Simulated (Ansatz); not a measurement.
aziridine (C2H5N), singlet, at a GFN2-xTB geometry, with bond 5-1 at 1.5 times its length; PBE0/def2-SV(P) run with Ansatz (an electronic-structure program).

Here is a job for Ansatz.
Ansatz 0.2 input:
```yaml
crystal:
  periodic: [false, false, false]
  atoms:
    - {symbol: C, position_ang: [-0.04252334, -0.38733500, 0.73947652]}
    - {symbol: N, position_ang: [-0.01011255, 0.85146718, -0.00126732]}
    - {symbol: C, position_ang: [-0.05037456, -0.38962699, -0.73777732]}
    - {symbol: H, position_ang: [0.89670534, 1.30833644, -0.00679566]}
    - {symbol: H, position_ang: [-1.42929195, -0.66412522, 1.53373817]}
    - {symbol: H, position_ang: [-0.98045991, -0.57578070, -1.25685328]}
    - {symbol: H, position_ang: [0.84619301, -0.72763722, 1.25923727]}
    - {symbol: H, position_ang: [0.83277259, -0.73155502, -1.26589656]}
basis:
  gaussian:
    orbitals: def2-SV_P_.json
hamiltonian:
  xc: pbe0
scf: {lower_state_search: standard}
magnetization: {spin_polarized: true}
```
The basis file holds def2-SV(P) in the JSON format of the Basis Set Exchange.

**Question.** Write the output that Ansatz gives for this input, abridged.

**Answer.** 
```
Functional definition: PBE0
595 factors; integrals over basis functions are off by at most 9.1e-4 eV
mean field evaluation 1: about -3629.9502 eV, gradient 3.0e1 eV
mean field evaluation 2: about -3626.1206 eV, gradient 4.1e1 eV
mean field evaluation 4: about -3634.5844 eV, gradient 2.1e0 eV
mean field evaluation 8: about -3634.8114 eV, gradient 1.3e-1 eV
mean field evaluation 16: about -3634.8115 eV, gradient 1.1e-5 eV
mean field -3634.81151854 eV, -133.5768595427 hartree, gradient 1.2e-5 eV, S^2 0.000000; 0 other end points of the search recorded, 0 dependent functions left out
reference -3634.81153988 eV, -133.5768603267 hartree; 12, 12 occupied and 40, 40 virtual orbitals, 595 factors
Total energy: -3634.81153988 eV, -133.5768603267 hartree
```
